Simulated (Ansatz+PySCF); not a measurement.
## singlet TiCl₄: levels of theory in one basis

```
atom    x (Å)    y (Å)    z (Å)
  Ti   0.0000   0.0000   0.0000
  Cl   1.1446   1.1446   1.1446
  Cl   1.1446  -1.1446  -1.1446
  Cl  -1.1446   1.1446  -1.1446
  Cl  -1.1446  -1.1446   1.1446
```

Basis set: def2-SVP (spherical functions). Left uncorrelated: 25 orbitals. Charge 0, multiplicity 1.

Computed with Ansatz (development build ahead of 0.2.0); each method stands on the lowest determinant of its kind that the runs found.

```csv
method,E − E(RHF) (eV),<S²> of the determinant
RHF,0.00,0.00
```

Question: What does RHF-MP2 give on the same scale?

Answer: -23.64 eV.

Question: Is a single determinant a sound starting point here?

Answer: By this sign, yes. Unrestricted orbitals gain 0.00 eV and <S²> is 0.00 against 0.00 for a pure state.

Caution: other spin multiplicities were not run.
